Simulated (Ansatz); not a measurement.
Start from `NC(F)[B](F)[AlH2]` and change one atom or group to get `CB(F)C(N)F`.

Ansatz, PBE0-D4/def2-TZVP geometries, multiplicity 1. Each molecule was computed in one conformer, which needn't be the lowest.

| property | `NC(F)[B](F)[AlH2]` |
| --- | --- |
| HOMO–LUMO gap (B3LYP/def2-TZVPP) / eV | 4.67 |
| HOMO energy (PBE0/def2-TZVPP) / eV | -6.66 |
| HOMO–LUMO gap (ωB97M-V/def2-TZVPP) / eV | 9.15 |
| HOMO energy (B3LYP/def2-TZVPP) / eV | -6.49 |
| LUMO energy (ωB97M-V/def2-TZVPP) / eV | 0.34 |
| size of the dipole moment (PBE/def2-TZVPP) / D | 3.01 |

Q: What does the change do to each property? (Estimate.)

A: Ansatz gave: 
| property | `CB(F)C(N)F` | shift |
| --- | --- | --- |
| HOMO–LUMO gap (B3LYP/def2-TZVPP) / eV | 6.93 | 2.26 |
| HOMO energy (PBE0/def2-TZVPP) / eV | -8.00 | -1.34 |
| HOMO–LUMO gap (ωB97M-V/def2-TZVPP) / eV | 11.81 | 2.66 |
| HOMO energy (B3LYP/def2-TZVPP) / eV | -7.75 | -1.26 |
| LUMO energy (ωB97M-V/def2-TZVPP) / eV | 1.37 | 1.03 |
| size of the dipole moment (PBE/def2-TZVPP) / D | 2.24 | -0.77 |

With PBE0 the HOMO falls by 1.34 eV and the LUMO rises by 1.07 eV, so the gap widens by about 2.41 eV. PBE moves the HOMO by -1.00 eV and ωB97M-V by -1.64 eV. Dipoles are sizes alone; their direction can turn.

B3LYP here is the variant with VWN-RPA as its local correlation; programs differ in this.
